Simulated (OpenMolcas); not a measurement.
**Potential curves of InH: spin-free states**

Calculated with OpenMolcas 26.06: state-averaged CASSCF(4,5) over In 5s 5p, H 1s, XMS-CASPT2 (IPEA 0.25, imaginary shift 0.2 hartree), scalar X2C, ANO-RCC-VTZP, then RASSI spin–orbit state interaction with atomic mean-field integrals. C2 symmetry about the axis (a holds Σ, Δ, Γ; b holds Π, Φ, H; Σ⁺ and Σ⁻ are not told apart); roots by multiplicity and irrep: 1a 1, 3b 4, 1b 2, 3a 2, 5a 1.

XMS-CASPT2 energies in eV from the lowest point. Curves are followed by energy order within each symmetry, so they are adiabatic and may change character at avoided crossings; Σ⁺ and Σ⁻ are counted together.

```
R (Å)  (1)1Σ  (1)3Π  (1)3Σ  (2)3Σ  (2)3Π  (1)5Σ
1.775  0.013  1.947  5.195  5.460  6.132  7.481
1.859  0.000  1.970  4.909  5.542  5.865  7.302
1.952  0.044  2.040  4.621  5.665  5.660  7.157
2.045  0.130  2.124  4.362  5.803  5.535  7.055
2.175  0.295  2.233  4.042  5.999  5.474  6.960
2.342  0.546  2.343  3.696  6.226  5.503  6.893
2.603  0.960  2.438  3.290  6.491  5.759  6.853
2.974  1.502  2.472  2.928  6.702  6.193  6.851
3.532  2.096  2.495  2.678  6.817  6.625  6.870
4.276  2.474  2.510  2.576  6.851  6.812  6.885
```

Left out for impure symmetry, kinks or missing points, though low: (1)1Π. Only roots inside an energy window near the equilibrium distance were included, so the list of states is not complete; labels number the states computed. Each spin and symmetry block has orbitals of its own, averaged over its own roots, so gaps between blocks are less sure than gaps within one and near the minimum can be off by tenths of an eV, in bad cases by more. No Rydberg orbitals are active, so Rydberg states, and σ→σ* states whose orbital the CASSCF left unused, can be missing between those listed. At stretched bonds a block can hold a wrong CASSCF solution and miss its lowest state; points past a visible jump are left out. No roots were computed in block 5b (none fell in the window or the block failed), so states of that kind are missing and can lie low or lowest. Points that failed a check (symmetry, reference weights, a jump) are left out.
